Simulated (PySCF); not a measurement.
Sn(F)3(vinyl) (C₂H₃F₃Sn), SMILES C=[CH][Sn]([F])([F])[F].

Coordinates come from a r2SCAN-D4/def2-SVP optimisation. The structure was generated by enumeration; whether it is a known compound was not checked. The def2 effective core potentials stand for the cores of Sn; spin–orbit coupling is left out. One conformer was computed; it need not be the lowest.

Level of theory: IEF-PCM-PBE0/def2-SVP in PySCF 2.14.0.

The values are the electrostatic part of the solvation free energy, E(continuum) − E(gas) at the gas-phase geometry, in a cavity of scaled van der Waals radii (PySCF's table); cavitation and dispersion terms are not included. A continuum can't describe solvent molecules that bind to the metal. In vacuum the orbital gap is 7.51 eV. The dipole moment in vacuum is 4.89 D.

### Question
Estimate the values in water (ε = 78.36), ethylethanoate (ε = 5.99), methanol (ε = 32.61). (An estimate is asked for; the answer gives what the named calculation found.)

### Answer

| solvent | ε | ΔG(elec) (kcal/mol) | dipole (D) | gap (eV) |
|---|---|---|---|---|
| water | 78.36 | -8.3 | 5.92 | 7.04 |
| ethylethanoate | 5.99 | -6.5 | 5.70 | 7.14 |
| methanol | 32.61 | -8.1 | 5.89 | 7.05 |
